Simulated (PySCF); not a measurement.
# Relaxation of singlet IH₆⁻

Level of theory: PBE0/[I def2-TZVPD with ECP28, H def2-TZVPD], scalar-relativistic core potentials, density fitting, no spin–orbit coupling, PySCF. A (50,194) grid was used.

A hand-made octahedral start, of Oh symmetry, held to at least that symmetry:

```xyz
7
charge -1 multiplicity 1, angstrom
I     0.0000    0.0000    0.0000
H     0.0000    0.0000    1.6500
H     0.0000    0.0000   -1.6500
H     1.6500    0.0000    0.0000
H     0.0000    1.6500    0.0000
H    -1.6500    0.0000    0.0000
H     0.0000   -1.6500    0.0000
```

(1) What forces act on the atoms at the start (eV/Å)?

(2) What does it relax to?

(3) How much energy is released, and in how many steps?

Results:

(1) 
| atom | Fx | Fy | Fz |
| --- | --- | --- | --- |
| I1 | 0.00 | 0.00 | 0.00 |
| H2 | 0.00 | 0.00 | 2.82 |
| H3 | 0.00 | 0.00 | -2.82 |
| H4 | 2.82 | 0.00 | 0.00 |
| H5 | 0.00 | 2.82 | 0.00 |
| H6 | -2.82 | 0.00 | 0.00 |
| H7 | 0.00 | -2.82 | 0.00 |

(2) It ends at Oh with I–H 1.885 Å (×6); H–I–H 90.0° (×12), H–I–H 180.0° (×3). A frequency run shows a minimum. Other isomers or separated fragments may lie lower.

(3) 167.0 kJ/mol in 5 steps.
